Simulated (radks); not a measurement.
Values are calculated unless marked as measured or tabulated.
Species: Ni17+. Configuration: [Ne] 3s1 (the NIST ground configuration). Level of theory: non-relativistic Kohn-Sham, TPSS, spin-polarised, spherical densities, point nucleus; open shells are filled with parallel spins first; meta-GGA in the generalised Kohn-Sham scheme (a radial shooting solver on a logarithmic mesh with Libxc functionals). Some entries of the table are withheld. Estimate them.

orbital  occ.  eigenvalue (hartree)  <r> (bohr)  <1/r> (bohr^-1)
1s up       1             -322.0370     0.05477            27.53
1s down     1             -322.0016     0.05477            27.53
2s up       1             -57.31111      0.2442            6.045
2s down     1             -57.26055      0.2441            6.047
2p up       3             -52.95080      0.2126            5.991
2p down     3             -52.90606      0.2125            5.993
3s up       1             -21.58876      0.6151              (1)
3s down     0             -21.27108      0.6131              (2)

Answer. 
(1) 3s up <1/r> (bohr^-1): 2.354
(2) 3s down <1/r> (bohr^-1): 2.365
